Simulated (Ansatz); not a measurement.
Molecule: sum formula MoOF₂, charge 0, multiplicity 3. The spin state was set by rule; other spins were not relaxed. 
Structure (B3LYP-D3(BJ)/def2-TZVP (Ansatz, a quantum-chemistry and plane-wave program) minimum search):
SMILES: [O]=[Mo]([F])[F]
```xyz
4

Mo     0.0627    -0.0208    -0.0149
O      1.6036    -0.5319    -0.3809
F     -0.7477    -0.4073     1.6394
F     -0.9704     0.9771    -1.2312
```
Charge 0, spin multiplicity 3.

Wanted: atomisation energy (electronic, to ground-state atoms), in kJ/mol. Correlated levels leave the core frozen unless marked. Open shells are spin-unrestricted. No spin-orbit coupling. Frozen are the shells of the preceding noble gas and the d and f shells that filled before the atom's block. Past Kr the def2 sets carry scalar-relativistic core potentials. STO-3G rows are all-electron and non-relativistic. The coupled-cluster limit lacks core correlation, which all-electron functionals hold. CBS(X,Y): correlation extrapolated as X^-3; Hartree-Fock from the larger set. The bracket is a focal-point correction in the basis named. The program attaches cautions to a run behind MP2/STO-3G: large difference.

```csv
level,program,atomisation energy (kJ/mol),minus last row
BLYP/def2-TZVPD,Ansatz,1762.5,111.1
B3LYP-D3(BJ)/def2-TZVPD,Ansatz + dftd3,1660.0,8.6
HSE06-D4/def2-TZVPD,Ansatz + dftd4,1593.3,-58.1
MP2/STO-3G,Ansatz,1337.5,-313.9
"RI-MP2/CBS(def2-TZVPPD,def2-QZVPPD)",Ansatz,1719.2,67.8
CCSD/def2-SVPD,Ansatz,1480.0,-171.4
"RI-MP2/CBS(def2-TZVPP,def2-QZVPP)+[CCSD(T)-MP2]/def2-TZVPP",Ansatz,1651.4,0.0
```

The UHF reference is spin-contaminated (<S^2> 0.27 over the pure value in the largest basis).
